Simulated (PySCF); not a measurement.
**Copper: a sound run and one with changed settings**

Sound run: Cu⁺ [Ar] 3d10, Cu²⁺ [Ar] 3d9. Calculation: PySCF 2.14, in aug-cc-pVDZ-PP with ECP10MDF; a scalar-relativistic core potential. The sound run starts from symmetry-adapted Hartree-Fock orbitals and uses a fine grid where one is needed.

Changed run: 14 angular points. This setting is unsound on purpose.

| species | method | sound run (hartree) | changed run (hartree) | converged |
| --- | --- | --- | --- | --- |
| Cu⁺ | UHF | -195.92275 | -195.92275 | yes |
| Cu⁺ | r2SCAN | -196.87489 | -196.87489 | yes |
| Cu⁺ | M06-2X | -197.05579 | -197.05579 | yes |
| Cu²⁺ | UHF | -195.29153 | -195.29153 | yes |
| Cu²⁺ | r2SCAN | -196.13417 | -196.19915 | yes |
| Cu²⁺ | M06-2X | -196.31424 | -196.30091 | yes |

Ionisation energy of Cu⁺:

```json
{"method": "UHF", "sound run (eV)": "17.176", "changed run (eV)": "17.176"}
{"method": "r2SCAN", "sound run (eV)": "20.156", "changed run (eV)": "18.388"}
{"method": "M06-2X", "sound run (eV)": "20.179", "changed run (eV)": "20.541"}
```

A coarse angular grid integrates products of high-l functions wrongly, so density functionals can shift, and the SCF can exploit the error; Hartree-Fock and MP2 need no grid.

For comparison, NIST gives 20.292 eV between the lowest levels.
